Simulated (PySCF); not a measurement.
Isomers of C12H10, from PySCF 2.14.0, PBE0-D3(BJ)/def2-SVP geometry optimisation, gas phase. One conformer each, no zero-point energy, no frequencies.

Task: Which is lowest in electronic energy at this level?
A. `[CH2:1]=[CH:2][c:3]1[cH:4][cH:5][cH:6][c:7]2[cH:8][cH:9][cH:10][cH:11][c:12]12` with C1–C2–C3–C4 -36°: A = 1607, B = 849.5, C = 560.9 MHz, dipole 0.08 D
B. `[CH2:1]=[CH:2][c:3]1[cH:4][cH:5][c:6]2[cH:7][cH:8][cH:9][cH:10][c:11]2[cH:12]1` with C1–C2–C3–C4 5°: A = 2794, B = 584.3, C = 483.4 MHz, dipole 0.19 D
C. acenaphthene, `c1cc2c3c(cccc3c1)CC2`: A = 1414, B = 1195, C = 653.0 MHz, dipole 0.94 D

Result: C. That is acenaphthene, `c12c3c(ccc2)CCc3ccc1`, 20.0 kcal/mol below the next.

| SMILES | mapped SMILES | E (Eh) | relative (kcal/mol) | relative (kJ/mol) | dipole (D) |
| --- | --- | --- | --- | --- | --- |
| c1cc2c3c(cccc3c1)CC2 | [cH:1]1[cH:2][c:3]2[c:4]3[c:5]([cH:6][cH:7][cH:8][c:9]3[cH:10]1)[CH2:11][CH2:12]2 | -462.46561 | 0.0 | 0.0 | 0.94 |
| C=Cc1ccc2ccccc2c1 | [CH2:1]=[CH:2][c:3]1[cH:4][cH:5][c:6]2[cH:7][cH:8][cH:9][cH:10][c:11]2[cH:12]1 | -462.43368 | 20.0 | 83.8 | 0.19 |
| C=Cc1cccc2ccccc12 | [CH2:1]=[CH:2][c:3]1[cH:4][cH:5][cH:6][c:7]2[cH:8][cH:9][cH:10][cH:11][c:12]12 | -462.43010 | 22.3 | 93.2 | 0.08 |

As drawn, the highest has a C=C bond outside aromatic rings, which the lowest lacks.
